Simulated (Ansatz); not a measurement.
```yaml
crystal:
  periodic: [false, false, false]
  atoms:
    - {symbol: C, position_ang: [-1.889033, -0.469363, 0.995974]}
    - {symbol: B, position_ang: [-0.459390, -0.003002, 0.646657]}
    - {symbol: B, position_ang: [1.006910, 0.463140, 0.789905]}
    - {symbol: Al, position_ang: [2.586871, 0.219510, -0.447444]}
    - {symbol: Si, position_ang: [0.363316, 0.057736, -1.333826]}
    - {symbol: H, position_ang: [-2.647977, 0.022721, 0.380857]}
    - {symbol: H, position_ang: [-2.137912, -0.329433, 2.050606]}
    - {symbol: H, position_ang: [-1.971574, -1.540252, 0.772864]}
    - {symbol: H, position_ang: [1.269168, 1.656029, 0.776765]}
    - {symbol: H, position_ang: [4.139948, 0.373264, -0.664278]}
    - {symbol: H, position_ang: [-0.411816, 0.890034, -2.295888]}
    - {symbol: H, position_ang: [0.228490, -1.395683, -1.638093]}
basis:
  gaussian: {orbitals: aug-pcseg-2}
hamiltonian: {xc: {name: HF}}
correlation: {active_space: {window: {electrons: 6, orbitals: 2}}}
output: {forces: true}
```

```sh
$ ansatz run in.yaml --threads 4 --pin off --events-out ev --progress --plain --max-ram 10444MiB
```

How does Ansatz answer? (An estimate is asked.)

The calculation gave: The run stopped with an error.
```
Functional definition: HF
2433 factors; integrals over basis functions are off by at most 1.1e-3 eV
mean field evaluation 1: about -16922.6367 eV, gradient 3.8e1 eV
mean field evaluation 2: about -16922.7813 eV, gradient 3.8e1 eV
mean field evaluation 4: about -16928.0858 eV, gradient 4.6e0 eV
mean field evaluation 8: about -16928.2369 eV, gradient 2.2e-1 eV
mean field -16928.23793494 eV, -622.1012697374 hartree, gradient 5.0e-6 eV, S^2 0.000000; 0 other end points of the search recorded, 0 dependent functions left out
reference -16928.23793494 eV, -622.1012697374 hartree; 25, 25 occupied and 374, 374 virtual orbitals, 2433 factors
Error: 6 electrons in 2 orbitals form no window around the highest filled level of the reference
```
